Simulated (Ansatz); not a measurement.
Consider the ligand exchange at the Al–C bond: `[CH3][AlH][S][SiH3]` + CH₃OH → `C[O][AlH][S][SiH3]` + CH₄.

Calculated with Ansatz (gas phase, PBE0-D4/def2-TZVP geometries, no zero-point term in ΔE). CBS: MP2 limit from def2 TZ/QZ plus the TZ coupled-cluster correction, frozen cores. This one scheme is used for every species. DFT in def2-TZVPP. Each species was taken in one conformer, which may not be the lowest.

| level | ΔE (kJ/mol) |
| --- | --- |
| PBE-D4 | -129.4 |
| PBE0-D4 | -130.8 |
| ωB97X-V | -137.9 |
| B2PLYP | -143.1 |
| PBE0 | -129.0 |
| SCS-MP2/def2-TZVPP | -143.3 |
| HF/def2-QZVPP | -149.2 |
| MP2/CBS(def2) | -140.3 |

**Question.** What does CCSD(T)/CBS give? (An estimate is asked.)

**Answer.** Ansatz gave: -137.3 kJ/mol. The listed levels differ from it by 7.9, 6.5, -0.6, -5.8, 8.3, -6.0, -11.9, -3.0 kJ/mol.

Largest T1 diagnostic among the species: 0.012.

In def2-TZVPP, CCSD(T) changes the Hartree–Fock value by +10.0 kJ/mol (the triples alone add +1.1 kJ/mol) and MP2 by +7.0 kJ/mol.
